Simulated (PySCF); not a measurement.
**Question.** Write Cartesian coordinates for `C=C=CC1=CC=CC=N1` as optimised with PBE0-D3(BJ)/def2-SVP.

**Answer.** 
```xyz
16
C8H7N angstrom
C      3.411   -0.152    0.087
C      2.246   -0.715   -0.090
C      1.068   -1.274   -0.266
C     -0.231   -0.627   -0.025
C     -0.334    0.699    0.429
C     -1.596    1.239    0.631
C     -2.718    0.449    0.378
C     -2.510   -0.855   -0.069
N     -1.307   -1.383   -0.267
H      3.933   -0.214    1.049
H      3.909    0.394   -0.722
H      1.003   -2.309   -0.620
H      0.570    1.282    0.614
H     -1.707    2.268    0.984
H     -3.730    0.832    0.524
H     -3.366   -1.507   -0.279
```

Any rigid rotation of these coordinates is as good. Atoms count from 1 in this order. The 6-membered ring C4–C5–C6–C7–C8–N9 has internal angles of 117.9° to 123.6°; it is planar, 0.00 Å rms from its mean plane, widest ring torsion 0°. The 7 C–C bonds span 1.306 Å (C1=C2, drawn double) to 1.471 Å (C3–C4, drawn single), a spread of 0.165 Å. Of the pairs four or more bonds apart, C2···H13 is among the closest relative to their van der Waals radii: 2.70 Å, 93 % of the sum of Bondi's values. The 9 heavy atoms lie in one plane (0.001 Å rms).

Bonds between heavy atoms (Å): C1=C2 1.306, C2=C3 1.315, C3–C4 1.471, C4–C5 1.405, C5–C6 1.387, C6–C7 1.395, C7–C8 1.394, C8–N9 1.329, C4–N9 1.338.

Computed with PBE0-D3(BJ)/def2-SVP geometry optimisation, gas phase (PySCF 2.14.0).

Point group: Cs (tolerance 0.08 Å). PBE0-D3(BJ)/def2-SVP frequencies: not computed here. The numbers are those of one conformer (C2–C3–C4–C5 0°).

Hardware: one thread of an x86-64 server (shared host). Cost: 29 s. These figures are those of the optimisation.
